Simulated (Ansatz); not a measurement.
Reaction (ligand exchange at the Si–Cl bond): silicon tetrachloride + CH₃NH₂ → `CN[Si](Cl)(Cl)Cl` + HCl

Isolated molecules relaxed with PBE0-D4/def2-TZVP in Ansatz; ΔE leaves out vibrations. CCSD(T)/CBS adds triple-zeta CCSD(T) − MP2 to the extrapolated MP2 energy (def2 sets, frozen cores). This one scheme is used for every species. DFT in def2-TZVPP. Each species was taken in one conformer, which may not be the lowest.

CCSD(T)/CBS gives +13.8 kJ/mol.

Problem. Another level gave +15.4 kJ/mol. Which?
A. PBE0/def2-TZVPP
B. LDA (SPW92)/def2-TZVPP
C. LC-ωPBE/def2-TZVPP
D. revPBE/def2-TZVPP

Solution. C. LC-ωPBE 15.4, PBE0 21.0, LDA (SPW92) 10.8, revPBE 27.8 kJ/mol.

Problem. What do rigid-rotor, harmonic-oscillator terms from PBE0-D4/def2-TZVP frequencies (298.15 K, 1 bar) make of the CCSD(T)/CBS value? (Estimate.)

Solution. Ansatz gave: ΔZPE = -11.2 kJ/mol, ΔH = +5.7 kJ/mol, ΔS = 10 J/(mol·K), ΔG = +2.6 kJ/mol.

Largest T1 diagnostic among the species: 0.009.

From BLYP to BHLYP (50 % exact exchange), in def2-TZVPP and without D4, ΔE moves by −6.2 kJ/mol. Leaving LDA and LC-ωPBE aside and taking each functional with its dispersion term where it has one, the values, not all of them listed here, spread over 10.4 kJ/mol, from CAM-B3LYP-D4 to B97M-V. LDA lies −12.7 kJ/mol from PBE without D4.
